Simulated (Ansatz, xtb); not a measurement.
# Ranking isomers of BGeH2N

4 gas-phase structures of BGeH2N, found in a search over its isomers (lower ones may exist). Each was relaxed with GFN2-xTB:

A. `N=[B][GeH]`, a singlet
B. a singlet given by its coordinates
C. `B=[N+]=[GeH-]`, a singlet
D. `B[N+]#[Ge-]`, a singlet

B (Å):

```xyz
5

B     0.3105   -0.3962   -0.1213
Ge    1.7914   -0.3456   -1.4568
N     0.4558    0.7635   -0.8680
H    -0.4708   -0.6546    0.7054
H    -0.0189    1.6528   -0.9218
```

Close contacts (Å): B1–Ge2 1.99, B1–N3 1.39, Ge2–N3 1.83, B1–H4 1.17, N3–H5 1.01.

Problem. Estimate their order in r2SCAN-D4/def2-SVP energy at these geometries, lowest first.

Solution. Calculated order at r2SCAN-D4/def2-SVP: D (0.000), B (0.332), C (0.456), A (1.048) eV.

Energies above the lowest of each column, in eV; the last columns are at r2SCAN-D4/def2-TZVP geometries and were run for some of them only (a dash: not run or not comparable):

| structure | GFN2-xTB | HF/STO-3G | r2SCAN-D4/def2-SVP | r2SCAN-D4/def2-TZVP | CCSD(T)/def2-TZVPP |
| --- | --- | --- | --- | --- | --- |
| D | 0.000 | 0.000 | 0.000 | 0.000 | 0.000 |
| B | 1.394 | 0.776 | 0.332 | 0.313 | 0.339 |
| C | 0.316 | 0.868 | 0.456 | 0.444 | 0.413 |
| A | 1.919 | 2.119 | 1.048 | – | – |

Every level run on D puts it lowest or level with the lowest. Some further structures that were screened fall inside this span and aren't listed. Flexible structures stand in one conformer each, not always the lowest. Frequencies (r2SCAN-D4/def2-TZVP) were run for B, C, D alone.

Over these structures GFN2-xTB departs from r2SCAN-D4/def2-SVP by 0.518 eV on average once a common shift is removed. A GFN2-xTB relaxation took about 0.12 s and the r2SCAN-D4/def2-SVP energy about 1 s on a shared host (Ansatz 0.2.0, xtb 6.7.1).
